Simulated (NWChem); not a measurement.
CuH$_{3}$O; SMILES [OH2]->[CuH]

```xyz
5

Cu     0.0144    -0.5357     0.0000
H     -0.0116    -2.0203     0.0000
O      0.0130     1.4541     0.0000
H     -0.4307     1.8325    -0.7700
H     -0.4307     1.8325     0.7700
```
Atoms are numbered in this order, from 1.

Level: PBE0/def2-SVP (NWChem), optimised geometry, unscaled harmonic frequencies. 

```tsv
frequency (cm⁻¹)	IR intensity (km/mol)
361	156.1
376	9.0
402	60.0
486	232.7
584	63.8
1610	82.5
1849	120.0
3832	47.1
3925	140.2
```

zero-point energy: 19.2 kcal/mol
thermal correction to the enthalpy at 298.15 K (with zero-point energy): 22.4 kcal/mol
heat capacity Cv: 12.9 cal/(mol K)
entropy at 298.15 K and 1 atm (symmetry number 1): 63.7 cal/(mol K)
dipole moment: 6.13 D

Rigid rotor and harmonic oscillator.
